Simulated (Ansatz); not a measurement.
Start from `SC1=NC1` and change one element to get `[TeH]C1=NC1`.

Ansatz, PBE0-D4/def2-TZVP geometries, multiplicity 1. Each molecule was computed in one conformer, which needn't be the lowest.

Elements past krypton have def2 core potentials.

| property | `SC1=NC1` |
| --- | --- |
| HOMO–LUMO gap (ωB97M-V/def2-TZVPP) / eV | 11.48 |
| size of the dipole moment (ωB97M-V/def2-TZVPP) / D | 2.99 |
| ideal-gas entropy at 298 K and 1 bar (rigid rotor, harmonic PBE0-D4/def2-TZVP) / J/(mol·K) | 286 |
| LUMO energy (PBE/def2-TZVPP) / eV | -1.36 |
| LUMO energy (ωB97M-V/def2-TZVPP) / eV | 1.79 |
| HOMO–LUMO gap (PBE/def2-TZVPP) / eV | 5.02 |

Task: Give the same properties after the change, and the shifts. (Best estimate.)

Result: Computed: 
| property | `[TeH]C1=NC1` | shift |
| --- | --- | --- |
| HOMO–LUMO gap (ωB97M-V/def2-TZVPP) / eV | 9.52 | -1.96 |
| size of the dipole moment (ωB97M-V/def2-TZVPP) / D | 2.59 | -0.40 |
| ideal-gas entropy at 298 K and 1 bar (rigid rotor, harmonic PBE0-D4/def2-TZVP) / J/(mol·K) | 311 | 25 |
| LUMO energy (PBE/def2-TZVPP) / eV | -2.08 | -0.72 |
| LUMO energy (ωB97M-V/def2-TZVPP) / eV | 0.59 | -1.20 |
| HOMO–LUMO gap (PBE/def2-TZVPP) / eV | 3.78 | -1.24 |

With PBE0 the HOMO rises by 0.67 eV and the LUMO falls by 0.97 eV, so the gap narrows by about 1.64 eV. PBE moves the HOMO by 0.52 eV and ωB97M-V by 0.75 eV. Dipoles are sizes alone; their direction can turn.

Spin–orbit coupling is left out; it splits and shifts lone-pair levels of the heavy atoms by tenths of an eV.
